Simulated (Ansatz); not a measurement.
Program: Ansatz 0.2.0.

Basis-set series for GeH₅ISSi, SMILES `[GeH3][S][SiH2]I`. Total charge 0; spin multiplicity 1. I: def2 effective core potential. All single points use the PBE0-D4/def2-TZVP geometry. It is one conformer, not always the lowest.

```json
{"functional": "PBE0-D4", "basis": "def2-SVP", "functions": "119", "energy (Eh)": "-3064.48862", "HOMO (eV)": "-7.58", "LUMO (eV)": "-0.91"}
{"functional": "PBE0-D4", "basis": "def2-TZVPP", "functions": "252", "energy (Eh)": "-3065.00513", "HOMO (eV)": "-7.62", "LUMO (eV)": "-0.99"}
{"functional": "ωB97M-V", "basis": "def2-SVP", "functions": "119", "energy (Eh)": "-3064.80101", "HOMO (eV)": "-9.71", "LUMO (eV)": "1.00"}
{"functional": "ωB97M-V", "basis": "def2-TZVPP", "functions": "252", "energy (Eh)": "-3065.31777", "HOMO (eV)": "-9.79", "LUMO (eV)": "0.81"}
```

Task: Give the rows for def2-QZVPP. (Best estimate.)

Result: The calculation gave: 
```tsv
functional	basis	functions	energy (Eh)	HOMO (eV)	LUMO (eV)
PBE0-D4	def2-QZVPP	461	-3065.07315	-7.63	-1.05
ωB97M-V	def2-QZVPP	461	-3065.38358	-9.80	0.64
```

Positive LUMOs are unbound and depend on the basis. Scalar relativity is left out up to krypton.
